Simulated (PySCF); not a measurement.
Compound: C4H8FNSi2.
SMILES with atom numbers: `[CH3:1][C@@H:2]1[SiH2:3][C@@H:4]([F:5])[Si@H:6]1[C:7]#[N:8]` (hydrogens: H9, H10, H11 on C1; H12 on C2; H13, H14 on Si3; H15 on C4; H16 on Si6)

Computed with PySCF at wB97X-D/def2-SVPD, non-relativistic, on one gas-phase PBE0-D3(BJ)/def2-SVP geometry that isn't relaxed in the solvent. The solvent is an IEF-PCM continuum (Bondi radii, 1.10 Å for H, scaled by 1.2), and excitations are vertical TDDFT with non-equilibrium linear response and a frozen core. Only the electrostatic response of the medium enters.

Gas-phase singlets (H = HOMO, L = LUMO):

| state | E (eV) | λ (nm) | f | leading configurations |
| --- | --- | --- | --- | --- |
| S1 | 6.163 | 201 | 0.009 | H→L 86% |
| S2 | 6.450 | 192 | 0.020 | H-1→L 45%, H→L+1 21% |
| S3 | 6.678 | 186 | 0.087 | H→L+1 43%, H-1→L 36% |
| S4 | 6.840 | 181 | 0.006 | H-1→L+1 52%, H→L+1 18% |
| S5 | 7.016 | 177 | 0.008 | H-1→L+2 23%, H-4→L 17% |

Q: What are the lowest 5 singlets in chloroform (ε = 4.711)?

A: 
| state | E (eV) | λ (nm) | f | leading configurations | change by rank (eV) |
| --- | --- | --- | --- | --- | --- |
| S1 | 6.090 | 204 | 0.007 | H→L 88% | -0.073 |
| S2 | 6.353 | 195 | 0.064 | H-1→L 56%, H-1→L+1 26% | -0.097 |
| S3 | 6.554 | 189 | 0.105 | H-1→L+1 40%, H-1→L 28% | -0.124 |
| S4 | 6.664 | 186 | 0.020 | H→L+1 65%, H-1→L+1 17% | -0.176 |
| S5 | 6.959 | 178 | 0.023 | H-2→L 68%, H-2→L+1 9% | -0.057 |

Q: Give the list for dimethylsulfoxide (ε = 46.83), n² = 2.19.

A: 
```tsv
state	E (eV)	λ (nm)	f	leading configurations	change by rank (eV)
S1	6.051	205	0.005	H→L 75%, H-1→L 16%	-0.112
S2	6.304	197	0.074	H-1→L 48%, H-1→L+1 25%	-0.146
S3	6.502	191	0.101	H-1→L+1 59%, H-1→L 24%	-0.176
S4	6.586	188	0.022	H→L+1 83%	-0.254
S5	6.917	179	0.027	H-2→L 74%, H-2→L+1 8%	-0.099
```

Q: How do the frontier levels move from gas to dimethylsulfoxide?

A: 
```
orbital  gas (eV)  solvent (eV)  change (eV)
 LUMO+2      1.61          1.97        +0.36
 LUMO+1      1.03          1.04        +0.01
   LUMO      0.65          0.76        +0.11
   HOMO    -10.05         -9.76        +0.29
 HOMO-1    -10.20         -9.85        +0.35
 HOMO-2    -10.77        -10.44        +0.33
 HOMO-3    -11.87        -11.55        +0.32
```

The HOMO–LUMO gap goes from 10.70 to 10.52 eV. Rows go by rank; for HOMO-3, HOMO-1, HOMO and LUMO+2 the atom shares or the degeneracy differ between the runs, so the row needn't follow one orbital.

Time: 24 s of wall time; peak memory 1.1 GiB. Hardware: one thread of an AMD EPYC 9R45, shared host with 96 logical CPUs at a one-minute load of 22. This is the whole response run at wB97X-D/def2-SVPD in dimethylsulfoxide, SCF included.
